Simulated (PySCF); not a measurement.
C2H6O3Sn, SMILES [OH][Sn]([CH]=C)([OH])[OH] (connectivity only; charge and spin as stated), charge +1, multiplicity 2.

Geometry: r2SCAN-D4/def2-SVP. The def2 effective core potentials stand for the cores of Sn; spin–orbit coupling is left out. One conformer was computed; it need not be the lowest.

Computed with PySCF 2.14.0 with TDA-CAM-B3LYP/def2-SVPD.

Vertical excitations. 

```
state    energy (eV)  λ (nm)      f                                                                                             main pairs
-------  -----------  ------  -----  -----------------------------------------------------------------------------------------------------
root 1          1.92     644  0.042                           β HOMO→LUMO 30 %, β HOMO−1→LUMO 21 %, β HOMO−5→LUMO 20 %, β HOMO−2→LUMO 17 %
root 2          2.47     502  0.008                                                β HOMO→LUMO 52 %, β HOMO−1→LUMO 30 %, β HOMO−3→LUMO 8 %
root 3          2.62     472  0.006                                                                 β HOMO−2→LUMO 69 %, β HOMO−1→LUMO 18 %
root 4          3.16     392  0.013                                                                                     β HOMO−3→LUMO 78 %
root 5          3.44     360  0.025                                                                 β HOMO−4→LUMO 68 %, β HOMO−5→LUMO 12 %
root 6          3.62     342  0.010                                             β HOMO−5→LUMO 51 %, β HOMO−4→LUMO 18 %, β HOMO−1→LUMO 12 %
root 7          4.52     274  0.004                                               α HOMO→LUMO 44 %, α HOMO−3→LUMO 13 %, α HOMO−5→LUMO 10 %
root 8          4.79     259  0.002                                                                                     β HOMO−6→LUMO 77 %
root 9          5.03     247  0.023       α HOMO→LUMO 18 %, α HOMO−1→LUMO 12 %, α HOMO−2→LUMO 7 %, β HOMO−1→LUMO+1 13 %, β HOMO−6→LUMO 7 %
root 10         5.19     239  0.004  α HOMO−1→LUMO 26 %, α HOMO−1→LUMO+1 19 %, β HOMO−2→LUMO+1 9 %, β HOMO−7→LUMO 6 %, β HOMO−1→LUMO+2 6 %
```
Unrestricted roots are not spin-pure.
